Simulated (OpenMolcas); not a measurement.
**Fe2+: moving the ligands**

Fe2+ with 6 ligands (oxide) in octahedral coordination (Oh) at 2.16 Å. A charge of +1.67 e stands 2.8 Å behind each ligand. Ligand basis ANO-RCC-VDZP.

```yaml
Program: OpenMolcas
Method: CASSCF
Basis: ANO-RCC-VDZP [5s4p2d1f]
Scalar_Hamiltonian: DKH2, point nucleus
Active_space: 6 electrons in 5 orbitals (3d)
State_averaging: 2S+1 = 5 even, 5 roots; 2S+1 = 3 even, 45 roots; 2S+1 = 1 even, 50 roots
Spin-orbit_coupling: state interaction with AMFI integrals over the reference wave functions
```

Runs around this geometry, states (labels of O, the rotations of Oh). Energies in cm-1 above the lowest state or level, χT in cm3 K/mol; under a threefold ground state the first gap can be a small split of the lowest multiplet, not the spin-orbit step; 10Dq and B are least-squares fits to the states below 45000 cm-1, weighted by degeneracy, with a free offset, and given where the rms deviation is under 5 % of |10Dq| (or 100 cm-1) and under 700 cm-1.

| R (Å) | Ground state | First state of that spin | 10Dq | B (rms of fit) | First gap with spin-orbit (degeneracies) | χT at 300 K | First state of another spin |
| --- | --- | --- | --- | --- | --- | --- | --- |
| 2.03 | 5T2 | 5E 6277 | 6228 | 1136 (44) | 190.9 (3, 2) | 4.122 | 3T1 17590 |
| 2.16 | 5T2 | 5E 4810 | 4615 | 1149 (45) | 188.2 (3, 2) | 4.180 | 3T1 19176 |
| 2.29 | 5T2 | 5E 3630 |  |  | 183.6 (3, 2) | 4.253 | 3T1 20214 |

Taking the first state of the same spin as R^-n, n = -ln(3630 / 6277) / ln(2.29 / 2.03) = 4.5 between the shortest and longest distance.

An orbital triplet at a regular site is open to Jahn-Teller coupling, which can distort the site and quench the lowest spin-orbit gaps and is left out. Without dynamic correlation the repulsion within the d shell is too large (B by tens of per cent), so at a given field states of lower spin stand too high. The oxide ions are held by bare point charges, a crude embedding. Ligand-to-metal charge-transfer states are missing. With oxide or sulfide held by bare charges the field of late divalent 3d ions can come out several times too small, and g and χT far too large. With no ligand orbital active B as a rule stays too high, so bands that hang on it stand too high and its fall with covalency is understated. With metal d orbitals alone and no dynamic correlation the field as a rule comes out too small, by tens of per cent, by up to half for chloride and softer ligands, and with too little covalency χT stands high. No measured value stands beside these numbers; the geometry is a model, was not optimised and need not be the one that this ion takes.
